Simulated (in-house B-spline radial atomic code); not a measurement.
## RPA and G0W0 on SCAN: Cu6+

Configuration [Ar] 3d5, highest spin, mean-field start SCAN. Computed with an all-electron radial atomic-structure program (B-spline basis): all electrons, scalar-relativistic (spin-free one-electron X2C), finite nucleus, each spin shell either full or empty, empty states to l = 9 with an (l + 1/2)⁻⁴ tail; G0W0 by contour deformation at full frequency.

Command:
```bash
python run_gw.py task.json out
```
Settings (radii: box in bohr, nucleus in fm):
```
Z                        29
electrons                23
configuration            [Ar] 3d5
hamiltonian              x2c
method                   scan,scan
lmax                     9
rms_radius               3.8823
spin_polarised           True
box_radius               9.29
intervals                67
```

Run time, properties included: 1.4 s on 1 thread of Intel(R) Xeon(R) 6975P-C, on a shared host.

Energies (hartree):

| term | value |
| --- | --- |
| mean-field total | -1643.64821 |
| Hartree-Fock functional on these orbitals | -1642.41406 |
| direct second order | -1.7594 |
| second-order exchange | 0.5756 |
| SOSEX correction | 0.5376 |

**Question.** What is the RPA correlation energy, and what remains with SOSEX?

**Answer.** RPA gives -1.5796 hartree (-1.87 eV per electron); RPA + SOSEX gives -1.042, and the second-order doubles -1.1838 hartree (no singles). SOSEX takes back 34 % of the RPA value.

Quasi-particle levels (eV):

```tsv
level	occupied	mean field	Σx - vxc	Σc	QP weight	G0W0
3d up	yes	-125.97	-14.75	?	?	?
3p down	yes	-188.98	-12.94	0.41	0.959	-201.51
3d down	no	-115.45	16.64	-5.53	0.966	-104.34
```

G0W0 = mean field + (Σx - vxc) + Σc, with Σc (partial-wave tail included) taken at the quasi-particle energy. Only the outer levels were computed. Levels of low weight are left out.

**Question.** Where does G0W0 put 3d up?

**Answer.** At -139.13 eV, with Σc = 1.59 eV and a quasi-particle weight of 0.964. The tabulated removal energy is 139 ± 1.2 eV (NIST, semi-empirical); the calculation leaves out spin-orbit coupling, Breit and QED terms, and what these don't explain is the method's own error.
